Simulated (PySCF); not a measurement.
CH$_{3}$AlF$_{2}$ (SMILES [CH3][Al]([F])[F]), singlet, geometry from GFN2-xTB (such geometries of metal compounds can be far from the true shape); PBE0/STO-3G in PySCF.

Here is a job for PySCF.
```python
from pyscf import gto, scf, dft

mol = gto.M(
    atom='''
Al    0.051803    0.040118    0.002225
C    -1.508056   -1.165732   -0.062339
H    -1.306694   -2.038747   -0.683190
H    -2.376647   -0.648902   -0.468207
H    -1.760555   -1.537553    0.930633
F     0.011008    1.601626   -0.529119
F     1.524414   -0.412952    0.591994
''',
    basis='sto-3g',
    charge=0,
    spin=0,
    verbose=4,
)

mf = dft.RKS(mol)
mf.xc = 'pbe0'
mf.grids.prune = dft.gen_grid.sg1_prune
mf.kernel()
mf.analyze()
```

The log (banner, timings and long lists left out):

```
PySCF version 2.14.0

[INPUT] verbose = 4
[INPUT] num. atoms = 7
[INPUT] num. electrons = 40
[INPUT] charge = 0
[INPUT] spin (= nelec alpha-beta = 2S) = 0
[INPUT] symmetry False subgroup None
[INPUT] Mole.unit = angstrom
[INPUT] Symbol           X                Y                Z      unit          X                Y                Z       unit  Magmom
[INPUT]  1 Al     0.051803000000   0.040118000000   0.002225000000 AA    0.097893482431   0.075812032665   0.004204640627 Bohr   0.0
[INPUT]  2 C     -1.508056000000  -1.165732000000  -0.062339000000 AA   -2.849812820507  -2.202914214641  -0.117803636879 Bohr   0.0
[INPUT]  3 H     -1.306694000000  -2.038747000000  -0.683190000000 AA   -2.469293788612  -3.852673467279  -1.291041991042 Bohr   0.0
[INPUT]  4 H     -2.376647000000  -0.648902000000  -0.468207000000 AA   -4.491211924769  -1.226247061683  -0.884782999604 Bohr   0.0
[INPUT]  5 H     -1.760555000000  -1.537553000000   0.930633000000 AA   -3.326966777234  -2.905554072003   1.758641492482 Bohr   0.0
[INPUT]  6 F      0.011008000000   1.601626000000  -0.529119000000 AA    0.020802105179   3.026634493983  -0.999889997304 Bohr   0.0
[INPUT]  7 F      1.524414000000  -0.412952000000   0.591994000000 AA    2.880724960453  -0.780366182591   1.118706527386 Bohr   0.0

nuclear repulsion = 154.893407451293
number of shells = 17
number of NR pGTOs = 81
number of NR cGTOs = 27
basis = sto-3g
ecp = {}

******** <class 'pyscf.dft.rks.RKS'> ********
method = RKS
initial guess = minao
damping factor = 0
level_shift factor = 0
DIIS = <class 'pyscf.scf.diis.CDIIS'>
diis_start_cycle = 1
diis_space = 8
diis_damp = 0
SCF conv_tol = 1e-09
SCF conv_tol_grad = None
SCF max_cycles = 50
direct_scf = True
direct_scf_tol = 1e-13
XC library pyscf.dft.libxc version 7.1.2
    S. Lehtola, C. Steigemann, M. J. T. Oliveira, and M. A. L. Marques,  SoftwareX 7, 1–5 (2018)
XC functionals = pbe0
    C. Adamo and V. Barone,  J. Chem. Phys. 110, 6158 (1999)
    M. Ernzerhof and G. E. Scuseria,  J. Chem. Phys. 110, 5029 (1999)
radial grids:
    Treutler-Ahlrichs [JCP 102, 346 (1995); DOI:10.1063/1.469408] (M4) radial grids

becke partition: Becke, JCP 88, 2547 (1988); DOI:10.1063/1.454033
pruning grids: <function sg1_prune>
grids dens level: 3
symmetrized grids: False
atomic radii adjust function: <function treutler_atomic_radii_adjust>
small_rho_cutoff = 0
Set gradient conv threshold to 3.16228e-05
Initial guess from minao.
tot grids = 38384
init E= -475.282619099686
  HOMO = -0.38502944919532  LUMO = 0.00120789501815211  gap/eV = 10.51005
cycle= 1 E= -475.344687948531  delta_E= -0.0621  |g|= 0.583  |ddm|= 3.06
  HOMO = -0.00197785871447331  LUMO = 0.197016999579179  gap/eV = 5.41493
cycle= 2 E= -475.25786962043  delta_E= 0.0868  |g|= 0.852  |ddm|= 2.22
  HOMO = -0.15283658256374  LUMO = 0.209929750901571  gap/eV = 9.87137
cycle= 3 E= -475.505055367148  delta_E= -0.247  |g|= 0.0756  |ddm|= 1.22
  HOMO = -0.157574160702252  LUMO = 0.207825069765425  gap/eV = 9.94302
cycle= 4 E= -475.50667353886  delta_E= -0.00162  |g|= 0.0251  |ddm|= 0.139
  HOMO = -0.162302475945892  LUMO = 0.206619086348228  gap/eV = 10.03887
cycle= 5 E= -475.50688882129  delta_E= -0.000215  |g|= 0.000556  |ddm|= 0.0378
  HOMO = -0.162188427568611  LUMO = 0.20691533527135  gap/eV = 10.04382
cycle= 6 E= -475.506889055022  delta_E= -2.34e-07  |g|= 0.000149  |ddm|= 0.00171
  HOMO = -0.162177573443897  LUMO = 0.206889182371933  gap/eV = 10.04282
cycle= 7 E= -475.506889061655  delta_E= -6.63e-09  |g|= 7.8e-05  |ddm|= 0.000315
  HOMO = -0.162172566844609  LUMO = 0.206888029204433  gap/eV = 10.04265
cycle= 8 E= -475.506889064165  delta_E= -2.51e-09  |g|= 1.33e-05  |ddm|= 0.000136
  HOMO = -0.162167649220353  LUMO = 0.206890110367211  gap/eV = 10.04257
cycle= 9 E= -475.50688906424  delta_E= -7.47e-11  |g|= 1.12e-06  |ddm|= 2.39e-05
  HOMO = -0.16216739492169  LUMO = 0.206889915983473  gap/eV = 10.04256
Extra cycle  E= -475.50688906424  delta_E= -4.55e-13  |g|= 9.67e-07  |ddm|= 3.35e-06
converged SCF energy = -475.50688906424
**** SCF Summaries ****
Total Energy =                        -475.506889064240113
Nuclear Repulsion Energy =             154.893407451293314
One-electron Energy =                 -975.119016021303196
Two-electron Energy =                  344.718719505769684
Two-electron Coulomb Energy =          391.033472926002162
DFT Exchange-Correlation Energy =      -46.314753420232471
HOMO-LUMO gap [eV] =                    10.042560950543525
**** MO energy ****
MO #1   energy= -55.5155947667542  occ= 2
MO #2   energy= -24.3119658775901  occ= 2
MO #3   energy= -24.3118304994831  occ= 2
MO #4   energy= -9.9668045718774   occ= 2
MO #5   energy= -4.0038416357059   occ= 2
MO #6   energy= -2.47139520660693  occ= 2
MO #7   energy= -2.46880616543362  occ= 2
MO #8   energy= -2.466074907652    occ= 2
MO #9   energy= -1.0253774212853   occ= 2
MO #10  energy= -1.01239315181351  occ= 2
MO #11  energy= -0.643104905749017 occ= 2
MO #12  energy= -0.354109344022227 occ= 2
MO #13  energy= -0.35150037799932  occ= 2
MO #14  energy= -0.318701004565549 occ= 2
MO #15  energy= -0.238334309000309 occ= 2
MO #16  energy= -0.232017613448727 occ= 2
MO #17  energy= -0.205166207248098 occ= 2
MO #18  energy= -0.164199511714941 occ= 2
MO #19  energy= -0.163835422531633 occ= 2
MO #20  energy= -0.16216739492169  occ= 2
MO #21  energy= 0.206889915983473  occ= 0
MO #22  energy= 0.233066205381397  occ= 0
MO #23  energy= 0.435976527424698  occ= 0
MO #24  energy= 0.506708886733128  occ= 0
MO #25  energy= 0.527633407064535  occ= 0
MO #26  energy= 0.542367608428631  occ= 0
MO #27  energy= 0.55038456421613   occ= 0
 ** Mulliken pop on meta-lowdin orthogonal AOs  **
 ** Mulliken pop  **
pop of  0 Al 1s           2.00000
pop of  0 Al 2s           1.99999
pop of  0 Al 3s           0.94456
pop of  0 Al 2px          1.99767
pop of  0 Al 2py          1.99782
pop of  0 Al 2pz          1.99794
pop of  0 Al 3px          0.54037
pop of  0 Al 3py          0.50924
pop of  0 Al 3pz          0.35750
pop of  1 C 1s            1.99959
pop of  1 C 2s            1.07442
pop of  1 C 2px           1.13322
pop of  1 C 2py           1.09038
pop of  1 C 2pz           1.03371
pop of  2 H 1s            0.96527
pop of  3 H 1s            0.96487
pop of  4 H 1s            0.96523
pop of  5 F 1s            1.99995
pop of  5 F 2s            1.89431
pop of  5 F 2px           1.92821
pop of  5 F 2py           1.57326
pop of  5 F 2pz           1.81839
pop of  6 F 1s            1.99995
pop of  6 F 2s            1.89423
pop of  6 F 2px           1.61085
pop of  6 F 2py           1.90001
pop of  6 F 2pz           1.80909
 ** Mulliken atomic charges  **
charge of    0Al =      0.65493
charge of    1C =     -0.33132
charge of    2H =      0.03473
charge of    3H =      0.03513
charge of    4H =      0.03477
charge of    5F =     -0.21412
charge of    6F =     -0.21413
Dipole moment(X, Y, Z, Debye): -0.39707, -0.31121, -0.01509
```
